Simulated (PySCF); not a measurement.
Two species compared at the same levels of theory.

First species: C₇H₁₆N₂.
Structure used (GFN2-xTB), in Å, numbered top down from 1:
```xyz
25
C7H16N2 angstrom
C      2.143    0.982   -0.025
C      1.338   -0.312   -0.133
C      2.096   -1.441    0.558
N      0.045   -0.127    0.522
N     -0.629   -1.368    0.719
C     -1.603   -1.487   -0.358
C     -2.108   -0.054   -0.566
C     -0.873    0.789   -0.183
C     -1.229    1.967    0.719
H      3.127    0.840   -0.466
H      2.261    1.250    1.021
H      1.656    1.806   -0.540
H      1.215   -0.568   -1.203
H      2.225   -1.202    1.611
H      3.073   -1.566    0.100
H      1.542   -2.370    0.482
H     -1.118   -1.296    1.611
H     -2.385   -2.198   -0.099
H     -1.079   -1.845   -1.251
H     -2.935    0.155    0.115
H     -2.437    0.135   -1.585
H     -0.391    1.166   -1.092
H     -0.330    2.513    0.993
H     -1.703    1.612    1.631
H     -1.911    2.642    0.207
```

Second species: C7H16N2.
Numbering: `[CH3:1][C@H:2]1[CH2:3][CH2:4][CH2:5][N:6]([CH3:7])[N:8]1[CH3:9]` (hydrogens: H10, H11, H12 on C1; H13 on C2; H14, H15 on C3; H16, H17 on C4; H18, H19 on C5; H20, H21, H22 on C7; H23, H24, H25 on C9)

Levels: PBE0/pcSseg-1 for HOMO energy, LUMO energy and HOMO–LUMO gap. Geometries: GFN2-xTB. Each species is one conformer at its optimised geometry, gas phase, non-relativistic unless stated. Electronic properties by PySCF.

Values for the first species:

```
HOMO energy   : -6.09 eV
LUMO energy   : 1.29 eV
HOMO–LUMO gap : 7.38 eV
```

(1) Estimate the same properties for the second species, and the change in each.

Answers

(1) 
```tsv
property	first	second	second less first
HOMO energy	-6.09 eV	-5.77 eV	+0.32 eV
LUMO energy	1.29 eV	1.39 eV	+0.10 eV
HOMO–LUMO gap	7.38 eV	7.16 eV	-0.22 eV
```

